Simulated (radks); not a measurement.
Fractional charge and spin in the 4s shell of germanium: the spin-up occupation runs from 0 to 1 and the spin-down occupation from 0 to 1; the fullest corner is Ge+, [Ar] 3d10 4p(up 0.5, down 0.5) 4s(up 1, down 1). Calculated with a radial shooting solver on a logarithmic mesh with Libxc functionals: non-relativistic Kohn-Sham, r2SCAN, spin-polarised, spherical densities, point nucleus; meta-GGA in the generalised Kohn-Sham scheme. Energy (eV) above the fullest corner. The planes named below are the two flat planes that join the four corners, with an edge along up + down = one added electron.

down \ up,0,0.5,1
0,59.681,40.767,24.143
0.5,40.767,24.782,11.013
1,24.143,11.013,0.000

Corners above the fullest one (they belong to Ge2+ and the next ion): (up 1, down 0) 24.143 eV, (up 0, down 1) 24.143 eV, (up 0, down 0) 59.681 eV. With half an added electron in each spin the energy lies 0.639 eV from the planes, and with half an added electron in spin up alone -1.145 eV. The planes are only a guide here: the flat-plane condition holds for ground states with one frontier orbital, while this shell lies below other occupied shells, so the corners above the fullest one are inner-hole states and not the ground states of those ions.
